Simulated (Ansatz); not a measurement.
`F[SiH]([SiH3])Cl` → `F[SiH3]` + `[SiH]Cl` at 400 K and 1 bar (silylene formation by 1,1-elimination).

Program: Ansatz. Geometries: PBE0-D4/def2-TZVP. ΔE: electronic, gas phase. CCSD(T)/CBS is the MP2 limit (def2-TZVPP, def2-QZVPP) plus CCSD(T) − MP2 in def2-TZVPP, frozen cores. This one scheme is used for every species.

| species | CCSD(T)/CBS energy (Eh) | H − E (kJ/mol) | S (J/(mol·K)) |
| --- | --- | --- | --- |
| `F[SiH]([SiH3])Cl` | -1140.23962 | 131.5 | 375.5 |
| `F[SiH3]` | -390.72345 | 88.0 | 253.8 |
| `[SiH]Cl` | -749.43948 | 35.1 | 263.9 |

H − E and S are ideal-gas, rigid-rotor, harmonic terms from PBE0-D4/def2-TZVP, for one conformer and one mirror image of each species. 1 Eh = 2625.50 kJ/mol, R = 8.31446 J/(mol·K).

Q: By hand: ΔE, ΔH, ΔS and ΔG.

A: ΔE = (-390.72345) + (-749.43948) − (-1140.23962) = 0.07669 Eh = 201.3 kJ/mol. Δ(H − E) = 88.0 + 35.1 − 131.5 = -8.4, so ΔH = 192.9 kJ/mol. ΔS = 253.8 + 263.9 − 375.5 = 142.2 J/(mol·K). ΔG = 192.9 − 400 × (142.2)/1000 = 136.0 kJ/mol.

Q: By hand: the equilibrium constant, and the temperature at which ΔG would vanish if ΔH and ΔS stayed fixed.

A: log₁₀ K = −ΔG/(RT ln 10) = -17.8. ΔG = 0 at ΔH/ΔS = 1357 K.

The number of gas molecules changes by +1, which sets the sign of ΔS. A doubt of 5 kJ/mol in ΔE shifts log₁₀ K by 0.7 here. Other conformers and mirror images would add mixing entropy, several J/(mol·K) or more a flexible species. These are equilibria of isolated gas molecules and say nothing of rates. Largest T1 diagnostic: 0.013 (customary marks: 0.02 for closed shells, 0.045 for open ones).
